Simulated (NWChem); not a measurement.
Species: GeH cation, singlet

All runs: NWChem. Low-valent species are run as closed-shell singlets; no triplet was tried in these runs. The geometry was optimised at B3LYP/6-31G* (spherical d). B3LYP is NWChem's, with the RPA form of VWN correlation.

Q: Taking B3LYP/pcseg-2 as the yardstick, which of these has the fewest basis functions while keeping “highest occupied level (eV)” within 0.05 eV of it: B3LYP/def2-SVP; B3LYP/STO-3G; B3LYP/pcseg-1; B3LYP/aug-pcseg-1?

A: B3LYP/pcseg-1.
```json
[
 {"level": "B3LYP/STO-3G", "basis functions": "19", "highest occupied level (eV)": "-12.90"},
 {"level": "B3LYP/pcseg-1", "basis functions": "32", "highest occupied level (eV)": "-14.91"},
 {"level": "B3LYP/def2-SVP", "basis functions": "37", "highest occupied level (eV)": "-14.91"},
 {"level": "B3LYP/aug-pcseg-1", "basis functions": "45", "highest occupied level (eV)": "-14.90"},
 {"level": "B3LYP/pcseg-2", "basis functions": "57", "highest occupied level (eV)": "-14.89"}
]
```

The yardstick is one finite set, not the basis-set limit.
